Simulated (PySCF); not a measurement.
Vertical excitations of a molecule C₂H₈FNSi₂ from TDA-PBE/def2-SVPD run with PySCF, as energy in eV (oscillator strength): 5.39 (0.006), 5.40 (0.012), 5.55 (0.003), 5.90 (0.023), 6.12 (0.067), 6.24 (0.011), 6.42 (0.088), 6.51 (0.017), 6.65 (0.032), 6.68 (0.014). Lowest triplet (TDA): 4.81 eV. The structure is a stationary point at TPSSh-D3(BJ)/def2-SVP. The values are those of a single conformer.

Task: Pick the molecule that these values belong to.
A) C[C@@H]1N[SiH2][Si@@H]1F
B) C[Si@H]1CN[Si@H]1F
C) C/N=C\[SiH2][SiH2]F
D) C/C=N\[SiH2][SiH2]F

Result: B, C[Si@H]1CN[Si@H]1F
